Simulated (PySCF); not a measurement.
MgF2, SMILES [F][Mg][F].

Geometry optimised at PBE0-D3(BJ)/def2-TZVP. The isomer is the one that the SMILES or the coordinates give; other isomers of the formula were not compared.

All values below come from PBE/def2-TZVPD in PySCF.

Gas-phase values at a fixed geometry.

Computed frontier levels, gap, dipole moment and polarisability:
```
Property                                                                                                       Result
---------------------------------------------------------------------------------------------  ----------------------
highest occupied level                                                                                       -8.36 eV
lowest empty level                                                                                           -2.52 eV
orbital gap                                                                                                   5.84 eV
dipole moment                                                                                                  0.00 D
quadrupole, principal values (traceless, Buckingham form, about the centre of nuclear charge)  -17.66, 8.83, 8.83 D·Å
mean static polarisability                                                                       20.7 bohr³ (3.06 Å³)
polarisability, principal values                                                               19.3, 19.3, 23.4 bohr³
```
